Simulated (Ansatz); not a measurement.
GaH$_{7}$N$_{2}$OSi (`[NH2][Ga]([NH2])[O][SiH3]`) at its PBE0-D4/def2-TZVP geometry, where that method's forces vanish. The species carries charge 0 and has multiplicity 1.

```tsv
atom	x (Å)	y (Å)	z (Å)
N1	1.9006	0.2146	0.5197
Ga2	0.5733	-0.1774	-0.6484
N3	0.7666	-0.7389	-2.3557
O4	-1.1127	0.0002	-0.0856
Si5	-1.8817	0.3691	1.2955
H6	1.6963	0.2888	1.5025
H7	2.8483	-0.0843	0.3641
H8	1.6327	-0.6297	-2.8549
H9	-0.0240	-0.7050	-2.9776
H10	-2.5304	1.7056	1.1989
H11	-2.9306	-0.6454	1.5864
H12	-0.9384	0.4025	2.4550
```

(1) For each bond, give half the difference of the two atoms' forces along it (eV/Å; positive pushes the atoms apart) under PBE-D4, r2SCAN-D4, B3LYP-D4, ωB97M-V in def2-TZVPP. (Best estimate.)

## Answers

(1) Computed: 
```tsv
bond	length (Å)	PBE-D4	r2SCAN-D4	B3LYP-D4	ωB97M-V
N1–Ga2	1.811	-0.06	-0.04	0.09	0.01
N1–H6	1.007	0.20	0.03	-0.04	-0.03
N1–H7	1.006	0.20	0.04	-0.04	-0.03
Ga2–N3	1.808	-0.03	-0.03	0.07	0.01
Ga2–O4	1.786	0.10	-0.01	0.07	0.04
N3–H8	1.006	0.20	0.04	-0.04	-0.03
N3–H9	1.006	0.19	0.03	-0.04	-0.03
O4–Si5	1.623	0.31	0.08	0.09	0.14
Si5–H10	1.489	0.02	-0.03	-0.09	-0.14
Si5–H11	1.488	0.03	-0.03	-0.10	-0.15
Si5–H12	1.495	0.00	-0.03	-0.08	-0.11
```

B3LYP here is the variant with VWN-RPA as its local correlation; programs differ in this.
